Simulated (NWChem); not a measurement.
System: C₂H₆ClFSi; SMILES C[C@@H](F)[SiH2]Cl

The following NWChem deck was run.

```
start job
memory heap 200 mb stack 900 mb global 1100 mb
geometry units angstroms noautoz
  C      0.617266    -2.413841    -0.244082
  C     -0.182187    -1.130124    -0.409156
  F     -1.410165    -1.250080     0.264160
  Si     0.711240     0.401755     0.309898
  Cl    -0.402726     2.114724    -0.082990
  H      0.871839    -2.598372     0.819680
  H      1.559788    -2.368281    -0.826776
  H      0.028700    -3.280411    -0.608518
  H     -0.405338    -0.952918    -1.487364
  H      0.843378     0.239046     1.795065
  H      2.064033     0.554723    -0.327362
end
basis spherical
  * library def2-svp
end
dft
  xc slater vwn_5
  iterations 150
end
tddft
  cis
  nroots 6
  notriplet
end
task tddft energy
```

Geometry: optimised at PBE-D3(BJ)/def2-SVP.

Vertical excitations in the gas phase.

Question: Give the results of this calculation. (LDA (Slater exchange, VWN5)/def2-SVP, TDA.) Quantities: lowest excitation, singlet (eV); oscillator strength of that lowest state; lowest state with f > 0.02, singlet (eV); orbital gap (eV).

Answer: lowest excitation, singlet (eV): 6.19
oscillator strength of that lowest state: 0.001
lowest state with f > 0.02, singlet (eV): 7.22
orbital gap (eV): 6.01
